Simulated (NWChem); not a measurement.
System: KCl; SMILES [K][Cl]

Program: NWChem. Pople sets run with spherical d functions. Geometry: optimised at PBE0-D3(BJ)/def2-TZVP. Static field.

```csv
level,basis functions,isotropic polarisability (bohr³),anisotropy (bohr³)
CAM-B3LYP/6-31G*,40,24.6,14.6
CAM-B3LYP/6-31+G*,48,[?],[?]
CAM-B3LYP/def2-SVP,42,26.3,11.8
CAM-B3LYP/def2-SVPD,54,34.0,8.4
CAM-B3LYP/def2-TZVP,70,29.2,10.3
CAM-B3LYP/Sadlej pVTZ,72,35.0,8.0
CAM-B3LYP/def2-TZVPD,82,35.6,9.3
```

**Question.** Some entries are withheld; supply them.

**Answer.** 
- CAM-B3LYP/6-31+G*, isotropic polarisability (bohr³): 25.8
- CAM-B3LYP/6-31+G*, anisotropy (bohr³): 13.6
